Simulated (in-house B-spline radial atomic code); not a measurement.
Ionisation energies along the 46-electron series, configuration [Kr] 4d10, as differences of self-consistent energies. Dirac energy differences include first-order Breit, QED and recoil terms. NIST's values go from ground level to ground level; the uncertainty of those that are theory runs from under 0.1 % in few-electron ions to several per cent in heavy many-electron ones. Computed with a B-spline radial code for spherical atoms: Dirac-Hartree-Fock, average of the configuration, finite nuclei.

| ion | configuration after | ionisation energy (eV) | IE/(q+1)² (eV) | Breit and QED recoil part (eV) | tabulated value (eV) | tabulated kind | computed minus tabulated (eV) |
| --- | --- | --- | --- | --- | --- | --- | --- |
| Gd18+ | [Kr] 4d9 | 567.9 | 1.573 | -0.17664 | 565 | tabulated theory | 2.9 |
| Tb19+ | [Kr] 4d9 | 616.6 | 1.5415 | -0.20314 | 613 | tabulated theory | 3.6 |
| Dy20+ | [Kr] 4d9 | 667.1 | 1.5128 | -0.23172 | 664 | tabulated theory | 3.1 |
| Ho21+ | [Kr] 4d9 | ? | ? | ? | ? | tabulated theory | ? |
| Er22+ | [Kr] 4d9 | 773.5 | 1.4621 | -0.29541 | 770 | tabulated theory | 3.5 |
| Tm23+ | [Kr] 4d9 | 829.3 | 1.4397 | -0.33064 | 825 | tabulated theory | 4.3 |
| Yb24+ | [Kr] 4d9 | ? | ? | ? | ? | tabulated theory | ? |
| Lu25+ | [Kr] 4d9 | 946.2 | 1.3997 | -0.40819 | 941 | tabulated theory | 5.2 |

Question: Fill in the row of Ho21+.

Answer: ionisation energy (eV): 719.4; IE/(q+1)² (eV): 1.4864; Breit and QED recoil part (eV): -0.26246; tabulated value (eV): 715; computed minus tabulated (eV): 4.4.

Question: Fill in the row of Yb24+.

Answer: ionisation energy (eV): 886.9; IE/(q+1)² (eV): 1.419; Breit and QED recoil part (eV): -0.3682; tabulated value (eV): 882; computed minus tabulated (eV): 4.9.

Where a p, d or f electron is removed, the computed value is a mean over both j, so it misses the tabulated one by a part of the spin-orbit splitting; averaging over terms and missing correlation add to the gap, relatively most at low charge.
